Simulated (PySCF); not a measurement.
Electric field gradients and quadrupole coupling constants

Species: C4H12O3Si.
Structure used (PBE0-D3(BJ)/def2-SVP), in Å, numbered top down from 1:
```xyz
20
C4H12O3Si angstrom
C     -2.3059    1.4116   -0.1861
O     -1.5063    0.3272   -0.5600
Si    -0.0413   -0.0686    0.0885
C     -0.2284   -0.7842    1.7944
O      0.6861   -1.1410   -0.9341
C      0.1233   -2.3250   -1.4199
O      0.8781    1.3023    0.1065
C      2.2582    1.3637    0.3232
H     -1.7581    2.3669   -0.2609
H     -3.1776    1.4603   -0.8568
H     -2.6837    1.3137    0.8491
H      0.7496   -1.0477    2.2263
H     -0.8445   -1.6968    1.7750
H     -0.7145   -0.0666    2.4737
H     -0.8216   -2.1364   -1.9587
H      0.8306   -2.7957   -2.1201
H     -0.0828   -3.0518   -0.6116
H      2.8118    0.7270   -0.3886
H      2.5946    2.4035    0.1892
H      2.5335    1.0513    1.3481
```

Field gradients from the PBE0/pcSseg-1 density (PySCF, non-relativistic), principal values in atomic units, ordered |Vxx| ≤ |Vyy| ≤ |Vzz|:

```json
{"atom": "O2", "Vxx": "-0.5043", "Vyy": "-1.2560", "Vzz": "1.7603"}
{"atom": "O5", "Vxx": "-0.5043", "Vyy": "-1.2546", "Vzz": "1.7588"}
{"atom": "O7", "Vxx": "-0.5048", "Vyy": "-1.2545", "Vzz": "1.7592"}
```

**Question.** Find the asymmetry η = (Vxx − Vyy)/Vzz and the couplings χ = eQV/h (234.96 MHz × Q in barn × V in au), with Q(17O) = −0.0256 b.

**Answer.** 
| atom | environment | nucleus | η | χzz (MHz) | χxx (MHz) | χyy (MHz) |
| --- | --- | --- | --- | --- | --- | --- |
| O2 | silyl ether oxygen | 17O | 0.43 | -10.59 | 3.03 | 7.55 |
| O5 | silyl ether oxygen | 17O | 0.43 | -10.58 | 3.03 | 7.55 |
| O7 | silyl ether oxygen | 17O | 0.43 | -10.58 | 3.04 | 7.55 |

**Question.** What is Vzz at O5 in SI units (1 au = 9.71736 × 10²¹ V/m²)?

**Answer.** 1.7588 au = 17.091 × 10²¹ V/m².

**Question.** And the gradient at the other heavy atoms, for which no coupling is worked out here?

**Answer.** 
| atom | environment | Vzz (au) | η |
| --- | --- | --- | --- |
| C1 | methoxy carbon | 0.405 | 0.08 |
| Si3 | oxygen-bound silicon | -0.382 | 0.03 |
| C4 | Si-methyl carbon | -0.111 | 0.00 |
| C6 | methoxy carbon | 0.403 | 0.08 |
| C8 | methoxy carbon | 0.404 | 0.08 |

**Question.** What couplings would deuterons (Q(2H) = 0.00286 b) have in place of the hydrogens, at this geometry?

**Answer.** 
```json
{"atom": "H9", "bonded to": "C1", "bond length (Å)": "1.104", "Vzz (au)": "0.2755", "η": "0.08", "χzz (kHz)": "185"}
{"atom": "H10", "bonded to": "C1", "bond length (Å)": "1.101", "Vzz (au)": "0.2842", "η": "0.07", "χzz (kHz)": "191"}
{"atom": "H11", "bonded to": "C1", "bond length (Å)": "1.106", "Vzz (au)": "0.2750", "η": "0.09", "χzz (kHz)": "185"}
{"atom": "H12", "bonded to": "C4", "bond length (Å)": "1.101", "Vzz (au)": "0.2984", "η": "0.02", "χzz (kHz)": "201"}
{"atom": "H13", "bonded to": "C4", "bond length (Å)": "1.101", "Vzz (au)": "0.2980", "η": "0.01", "χzz (kHz)": "200"}
{"atom": "H14", "bonded to": "C4", "bond length (Å)": "1.101", "Vzz (au)": "0.2982", "η": "0.01", "χzz (kHz)": "200"}
{"atom": "H15", "bonded to": "C6", "bond length (Å)": "1.104", "Vzz (au)": "0.2755", "η": "0.08", "χzz (kHz)": "185"}
{"atom": "H16", "bonded to": "C6", "bond length (Å)": "1.101", "Vzz (au)": "0.2842", "η": "0.07", "χzz (kHz)": "191"}
{"atom": "H17", "bonded to": "C6", "bond length (Å)": "1.106", "Vzz (au)": "0.2748", "η": "0.09", "χzz (kHz)": "185"}
{"atom": "H18", "bonded to": "C8", "bond length (Å)": "1.104", "Vzz (au)": "0.2755", "η": "0.08", "χzz (kHz)": "185"}
{"atom": "H19", "bonded to": "C8", "bond length (Å)": "1.101", "Vzz (au)": "0.2843", "η": "0.07", "χzz (kHz)": "191"}
{"atom": "H20", "bonded to": "C8", "bond length (Å)": "1.106", "Vzz (au)": "0.2750", "η": "0.09", "χzz (kHz)": "185"}
```

Geometry: PBE0-D3(BJ)/def2-SVP, one conformer, isolated molecule. These gradients aren't converged with respect to the basis.
